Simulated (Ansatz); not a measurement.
Breaking the C2–H3 bond in C2H6Mg (SMILES [CH3][Mg][CH3]) (multiplicity 1 held, fragments rigid). Energies count from the point at 1.094 Å.
Geometry at that point (charge 0, multiplicity 1):
```json
[
 {"atom": "Mg", "x (Å)": "0.0000", "y (Å)": "0.0000", "z (Å)": "0.0000"},
 {"atom": "C", "x (Å)": "1.6071", "y (Å)": "0.2545", "z (Å)": "-1.3170"},
 {"atom": "H", "x (Å)": "2.3439", "y (Å)": "-0.5484", "z (Å)": "-1.2184"},
 {"atom": "H", "x (Å)": "2.1334", "y (Å)": "1.1970", "z (Å)": "-1.1380"},
 {"atom": "H", "x (Å)": "1.2793", "y (Å)": "0.2630", "z (Å)": "-2.3609"},
 {"atom": "C", "x (Å)": "-1.6071", "y (Å)": "-0.2545", "z (Å)": "1.3170"},
 {"atom": "H", "x (Å)": "-2.1822", "y (Å)": "-1.1564", "z (Å)": "1.0864"},
 {"atom": "H", "x (Å)": "-2.3029", "y (Å)": "0.5890", "z (Å)": "1.2764"},
 {"atom": "H", "x (Å)": "-1.2715", "y (Å)": "-0.3442", "z (Å)": "2.3546"}
]
```

Signs of static correlation in def2-SVP, with CASSCF(2,2), from Ansatz (a first-principles code) runs.

```
R (Å)  T1 of restricted CCSD  ⟨S²⟩ of UHF  largest double amplitude of restricted CCSD  weight of the CASSCF reference in MRCISD  CASSCF natural occupations
-----  ---------------------  -----------  -------------------------------------------  ----------------------------------------  --------------------------
0.875                  0.010        0.000                                        0.031                                     0.893                   1.99 0.01
0.985                  0.010        0.000                                        0.031                                     0.893                   1.99 0.01
1.094                  0.010        0.000                                        0.030                                     0.893                   1.98 0.02
1.204                  0.010        0.000                                        0.030                                     0.893                   1.98 0.02
1.313                  0.011        0.000                                        0.029                                     0.893                   1.97 0.03
1.477                  0.012        0.000                                        0.038                                     0.893                   1.94 0.06
1.641                  0.014        0.000                                        0.033                                     0.893                   1.91 0.09
1.915                  0.021        0.530                                          ___                                     0.893                   1.84 0.16
2.188                    ___        0.791                                        0.122                                     0.893                   1.72 0.28
2.517                  0.046        0.923                                        0.291                                     0.893                   1.55 0.45
2.954                  0.069        0.985                                        0.521                                     0.894                   1.34 0.66
3.501                  0.091        1.006                                        0.751                                     0.894                   1.16 0.84
```

Question: What belongs in the gaps?

Answer: 
- 1.915, largest double amplitude of restricted CCSD: 0.086
- 2.188, T1 of restricted CCSD: 0.030

Doubts at one or more of the structures used: a restricted determinant that unrestricted orbitals would lower (R-CCSD(T)/def2-SVP); other coupled-cluster roots lie near (R-CCSD(T)/def2-SVP); T1 above 0.05 (R-CCSD(T)/def2-SVP, U-CCSD(T)/def2-SVP); a spin-contaminated determinant (U-CCSD(T)/def2-SVP); the program's own flag: other amplitudes (U-CCSD(T)/def2-SVP).
